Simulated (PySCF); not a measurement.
Atom-mapped SMILES (the numbers label the heavy atoms): `[CH3:1]/[C:2]([F:3])=[C:4](\[O-:5])[CH:6]([F:7])[F:8]` (H(Xn): hydrogen on atom n).

Geometry: GFN2-xTB; GIAO shifts from PySCF, gas phase, non-relativistic, averaged over equivalent atoms.

At PBE0/pcSseg-1 (156 basis functions, 23 s wall time on 1 thread of an Arm Neoverse N1, shared host):
| atoms | δ (ppm) |
| --- | --- |
| C4 | 153.7 |
| C2 | 140.3 |
| C6 | 133.8 |
| C1 | 16.3 |
| F7/F8 | -137.0 |
| F3 | -218.1 |
| O5 | 243.7 |
| H(C6) | 5.80 |
| H(C1) | 2.23 |

δ = σ(ref) − σ, references computed at the same level: $^{13}$C (σ = 186.93 ppm) and $^{1}$H (σ = 31.72 ppm) against TMS; $^{19}$F (σ = 170.95 ppm) against CFCl3; H2O for $^{17}$O (σ = 336.08 ppm).

Q: Estimate the result of repeating the calculation with mPW1PW91/6-311G**.

A: 
| atoms | δ at mPW1PW91/6-311G** | change |
| --- | --- | --- |
| C4 | 151.0 | -2.7 |
| C2 | 138.3 | -2.0 |
| C6 | 131.4 | -2.4 |
| C1 | 15.9 | -0.4 |
| F7/F8 | -145.7 | -8.7 |
| F3 | -224.5 | -6.4 |
| O5 | 244.6 | +0.9 |
| H(C6) | 5.71 | -0.09 |
| H(C1) | 2.16 | -0.07 |

Chemical shifts δ = σref − σ; TMS for $^{13}$C (189.69 ppm) and $^{1}$H (32.13 ppm); $^{19}$F (167.71 ppm) against CFCl3; $^{17}$O (342.29 ppm) vs H2O, all at this level.

The largest change is at F7/F8 (fluorine of a CF2 group). Cost: 168 basis functions, 32 s wall time on 1 thread of an Arm Neoverse N1, shared host. The order of the carbon signals is the same at both levels.

Unscaled 19F shifts against computed CFCl3 carry errors that often reach 10 to 50 ppm. Experimental scales use liquid or dissolved standards, which lie at an offset from isolated H2O (liquid H2O: subtract about 36 ppm).
